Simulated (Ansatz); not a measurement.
Two members of one family (Oligo(pyridine), donor-acceptor), computed with Ansatz in the gas phase. The two geometries come from different levels. Binding counts from free atoms in the multiplicity of their measured ground term, without zero-point energy. Sets without diffuse functions give affinities that are too small. A dash marks a value that wasn't run or was left out as unsound. The structures are stationary points that may keep the symmetry of their start. Remarks come from the PBE and PBE0 runs and from stability tests at other levels; not every state was tested. A HOMO above zero means that the electron is unbound at that level and held by the basis, or that self-interaction error raises the level; the energy of removing that electron tells which.

First: CN(C)c1ccc(-c2ccc(-c3ccc(C#N)nc3)nc2)nc1 (singlet, charge 0, r2SCAN-D4/def2-SVP geometry).

```xyz
38

C    -5.8709    2.4591    0.8593
N    -4.8720    1.8552    1.7124
C    -5.1182    1.7031    3.1323
C    -3.6835    1.4334    1.1760
C    -3.3841    1.5650   -0.2019
C    -2.1615    1.1191   -0.6853
C    -1.2229    0.5375    0.1889
C     0.0900    0.0414   -0.2587
C     0.5823    0.1969   -1.5660
C     1.8326   -0.3097   -1.9043
C     2.5943   -0.9772   -0.9268
C     3.9294   -1.5494   -1.2019
C     4.6808   -2.1152   -0.1562
C     5.9355   -2.6495   -0.4225
C     6.4103   -2.6042   -1.7468
C     7.7071   -3.1453   -2.0604
N     8.7600   -3.5911   -2.2855
N     5.7086   -2.0764   -2.7610
C     4.5113   -1.5711   -2.4878
N     2.1328   -1.1207    0.3314
C     0.9411   -0.6351    0.6476
N    -1.5104    0.4078    1.4977
C    -2.6692    0.8290    1.9719
H    -6.7499    2.7232    1.4601
H    -6.2010    1.7706    0.0595
H    -5.4986    3.3817    0.3759
H    -4.3731    2.2475    3.7405
H    -6.1097    2.1078    3.3706
H    -5.0987    0.6427    3.4440
H    -4.1015    2.0106   -0.8929
H    -1.9496    1.2207   -1.7514
H     0.0008    0.7214   -2.3296
H     2.2093   -0.1735   -2.9210
H     4.2525   -2.1198    0.8484
H     6.5455   -3.0943    0.3664
H     3.9737   -1.1596   -3.3502
H     0.6007   -0.7700    1.6796
H    -2.8240    0.6882    3.0476
```

```json
{"level": "PBE-D4/def2-SVP", "HOMO (eV)": "-5.05", "LUMO (eV)": "-2.87", "gap (eV)": "2.18", "vertical IE (eV)": "–", "vertical EA (eV)": "–", "vertical triplet (eV)": "–", "binding per atom (eV)": "5.39"}
{"level": "PBE-D4/def2-TZVP", "HOMO (eV)": "-5.13", "LUMO (eV)": "-2.99", "gap (eV)": "2.13", "vertical IE (eV)": "6.99", "vertical EA (eV)": "1.29", "vertical triplet (eV)": "2.29", "binding per atom (eV)": "5.30"}
{"level": "r2SCAN-D4/def2-TZVP", "HOMO (eV)": "-5.24", "LUMO (eV)": "-2.93", "gap (eV)": "2.31", "vertical IE (eV)": "–", "vertical EA (eV)": "–", "vertical triplet (eV)": "–", "binding per atom (eV)": "5.09"}
{"level": "PBE0-D4/def2-SVP", "HOMO (eV)": "-5.91", "LUMO (eV)": "-2.24", "gap (eV)": "3.67", "vertical IE (eV)": "–", "vertical EA (eV)": "–", "vertical triplet (eV)": "–", "binding per atom (eV)": "5.24"}
{"level": "PBE0-D4/def2-TZVP", "HOMO (eV)": "-5.93", "LUMO (eV)": "-2.32", "gap (eV)": "3.61", "vertical IE (eV)": "7.18", "vertical EA (eV)": "1.17", "vertical triplet (eV)": "2.59", "binding per atom (eV)": "5.16"}
```

Remarks: HOMO above zero (-1 doublet).

Second: CN(C)c1ccc(-c2ccc(-c3ccc(-c4ccc(C#N)nc4)nc3)nc2)nc1 (singlet, charge 0, PBE-D4/def2-SVP geometry).

Cartesian coordinates in Å:
```
C -6.228 -3.785 3.939
N -5.870 -2.400 4.176
C -6.603 -1.615 5.151
C -4.835 -1.825 3.474
C -4.443 -0.472 3.665
C -3.383 0.049 2.927
C -2.699 -0.759 1.992
C -1.563 -0.271 1.183
C -1.065 1.048 1.239
C 0.018 1.420 0.441
C 0.608 0.466 -0.418
C 1.765 0.776 -1.289
C 2.361 -0.242 -2.064
C 3.456 0.054 -2.874
C 3.956 1.376 -2.909
C 5.123 1.768 -3.736
C 5.858 0.861 -4.527
C 6.944 1.319 -5.276
C 7.271 2.691 -5.211
C 8.388 3.197 -5.973
N 9.303 3.580 -6.601
N 6.583 3.581 -4.462
C 5.550 3.123 -3.755
N 3.383 2.357 -2.177
C 2.336 2.066 -1.406
N 0.136 -0.802 -0.479
C -0.899 -1.148 0.285
N -3.071 -2.047 1.810
C -4.078 -2.557 2.506
H -7.078 -4.060 4.590
H -5.388 -4.480 4.165
H -6.536 -3.965 2.884
H -5.945 -1.245 5.970
H -7.390 -2.240 5.608
H -7.097 -0.729 4.690
H -4.963 0.169 4.389
H -3.092 1.098 3.086
H -1.518 1.795 1.907
H 0.404 2.447 0.496
H 1.935 -1.254 -2.004
H 3.915 -0.743 -3.475
H 5.592 -0.205 -4.563
H 7.537 0.637 -5.902
H 4.990 3.850 -3.143
H 1.915 2.917 -0.842
H -1.262 -2.186 0.212
H -4.319 -3.614 2.300
```

Q: What does the change do? Estimate second minus first.

A: 
```json
{"level": "PBE-D4/def2-SVP", "Δ HOMO (eV)": "0.03", "Δ LUMO (eV)": "-0.20", "Δ gap (eV)": "-0.23", "Δ vertical IE (eV)": "–", "Δ vertical EA (eV)": "–", "Δ vertical triplet (eV)": "–", "Δ binding per atom (eV)": "0.08"}
{"level": "PBE-D4/def2-TZVP", "Δ HOMO (eV)": "0.04", "Δ LUMO (eV)": "-0.19", "Δ gap (eV)": "-0.23", "Δ vertical IE (eV)": "-0.21", "Δ vertical EA (eV)": "0.38", "Δ vertical triplet (eV)": "-0.17", "Δ binding per atom (eV)": "0.07"}
{"level": "r2SCAN-D4/def2-TZVP", "Δ HOMO (eV)": "0.05", "Δ LUMO (eV)": "-0.20", "Δ gap (eV)": "-0.25", "Δ vertical IE (eV)": "–", "Δ vertical EA (eV)": "–", "Δ vertical triplet (eV)": "–", "Δ binding per atom (eV)": "0.07"}
{"level": "PBE0-D4/def2-SVP", "Δ HOMO (eV)": "0.06", "Δ LUMO (eV)": "-0.22", "Δ gap (eV)": "-0.28", "Δ vertical IE (eV)": "–", "Δ vertical EA (eV)": "–", "Δ vertical triplet (eV)": "–", "Δ binding per atom (eV)": "0.07"}
{"level": "PBE0-D4/def2-TZVP", "Δ HOMO (eV)": "0.07", "Δ LUMO (eV)": "-0.21", "Δ gap (eV)": "-0.28", "Δ vertical IE (eV)": "-0.16", "Δ vertical EA (eV)": "0.33", "Δ vertical triplet (eV)": "-0.09", "Δ binding per atom (eV)": "0.07"}
```
